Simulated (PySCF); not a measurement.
Species: (Br2In-mu-Cl)2.
Cartesian coordinates in Å at the PBE0-D3(BJ)/def2-SVP level; atoms count from 1:
```xyz
8
Br4Cl2In2 angstrom
In    -0.715   -0.822   -1.483
Br    -3.148   -1.046   -1.648
Br     0.923   -1.596   -3.125
Cl    -0.043    1.529   -0.824
In     0.750    0.802    1.463
Br    -0.889    1.575    3.104
Br     3.183    1.022    1.625
Cl     0.077   -1.550    0.803
```

Computed with TDDFT B3LYP/def2-SVPD, vertical, gas phase, core orbitals frozen in the response, def2 core potentials past Kr (PySCF 2.14.0, density-fitted response routines). Spin–orbit coupling is left out.

Kohn–Sham orbitals with the atoms that hold most of them (Löwdin shares over 4%, at most four atoms; ? is withheld):

```tsv
orbital	ε (eV)	atoms
LUMO+2	-1.64	In5 22%, In1 22%, Cl8 12%, Cl4 12%
LUMO+1	-3.26	Cl4 15%, Cl8 15%, In1 14%, In5 13%
LUMO	?	?
HOMO	-8.58	Br3 50%, Br2 32%, Br6 8%, Br7 6%
HOMO-1	-8.58	Br6 51%, Br7 30%, Br3 10%, Br2 4%
HOMO-2	-8.63	Br3 35%, Br6 31%, Br2 14%, Br7 12%
HOMO-3	-8.67	Br6 29%, Br3 26%, Br7 20%, Br2 18%
```

(1) Which atoms hold the LUMO, and with what shares?

(2) What is the LUMO energy, and the HOMO–LUMO gap?

Results:

(1) In5 (bonded to 2 Br and 2 Cl) 16%; In1 (bonded to 2 Br and 2 Cl) 16%; Br7 (bonded to In) 12%; Br2 (bonded to In) 12%. By element: indium 33%, bromine 24% or more.

(2) ε(LUMO) = -3.57 eV; the gap is 5.01 eV (0.1842 hartree).

Within 0.005 eV of a neighbour in this list lie HOMO-1/HOMO.

Question: The HOMO–LUMO gap is 5.01 eV. Where does the response calculation put the lowest singlet, and from which orbitals?

Answer: S1 is at 4.15 eV (f = 0.011), 0.86 eV below the gap, made of HOMO-1/HOMO→LUMO (79%), HOMO-1/HOMO→LUMO+1 (20%). Without the coupling terms of the response equations the lowest excitation would equal the gap.

Next come S2 at 4.16 eV (f 0.0006), HOMO-1/HOMO→LUMO (78%), HOMO-1/HOMO→LUMO+1 (20%); S3 at 4.19 eV (f 0.0000), HOMO-2→LUMO (80%), HOMO-3→LUMO+1 (19%); S4 at 4.21 eV (f 0.0001), HOMO-3→LUMO (76%), HOMO-2→LUMO+1 (23%); S5 at 4.33 eV (f 0.0000), HOMO-5→LUMO (86%), HOMO-7→LUMO+1 (13%).

Orbitals of the list HOMO-3 to LUMO+2 that lie within 0.01 eV of each other are written together with a slash and their weights summed (≥ marks a lower bound); for degenerate orbitals outside that list single weights are arbitrary.

Löwdin shares depend on the basis, the more so with diffuse functions.

The run took 9.2 min of wall time (with the writing of density and orbital grids) on Arm Neoverse V1, one thread, shared host with 32 logical CPUs at a one-minute load of 20, and the process peaked at 1.6 GiB of memory.

One conformer stands for the species.
